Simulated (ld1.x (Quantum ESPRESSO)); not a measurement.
## An all-electron radial function and its pseudo partner (boron (B))

Columns: radius, all-electron u(r) and pseudo u(r) of the 2s shell (level -9.39 eV) of boron in the configuration [He] 2s2 2p1; LDA (PZ), scalar-relativistic, TM semilocal scheme, ld1.x (Quantum ESPRESSO) 7.5.

```
r (bohr)  all-electron   pseudo
   0.175        0.3088  -0.1158
   0.350        0.1600  -0.1970
   0.525       -0.0879  -0.2538
   0.700       -0.3175  -0.3471
   0.875       -0.4953  -0.4954
   1.050       -0.6176  -0.6176
   1.225       -0.6911  -0.6911
   1.400       -0.7253  -0.7253
   1.575       -0.7300  -0.7300
   1.750       -0.7134  -0.7134
   1.925       -0.6825  -0.6825
   2.100       -0.6425  -0.6425
   2.275       -0.5973  -0.5973
   2.450       -0.5498  -0.5498
   2.625       -0.5021  -0.5021
   2.800       -0.4555  -0.4555
   2.975       -0.4109  -0.4109
   3.150       -0.3691  -0.3691
   3.325       -0.3301  -0.3301
   3.500       -0.2943  -0.2943
   3.675       -0.2616  -0.2616
   3.850       -0.2319  -0.2319
   4.025       -0.2051  -0.2051
   4.200       -0.1811  -0.1811
   4.375       -0.1596  -0.1596
   4.550       -0.1404  -0.1404
```

Q: How many radial nodes do the two functions have?

A: The all-electron 2s function has n − l − 1 = 1; the pseudo-wave has 0, since the states of the same l below it are removed with the core.

Q: At about which radius was the pseudo-wave matched?

A: 0.95 bohr, where the columns begin to agree (steps of 0.17 bohr).

Q: Where does each function peak?

A: Outermost all-electron maximum near 1.57 bohr, pseudo maximum near 1.57 bohr (to the table’s step).

Q: Is the pseudo-wave norm-conserving?

A: Yes: the TM semilocal scheme keeps the norm inside the radius equal to the all-electron one, which fixes the energy derivative of the logarithmic derivative at the level.
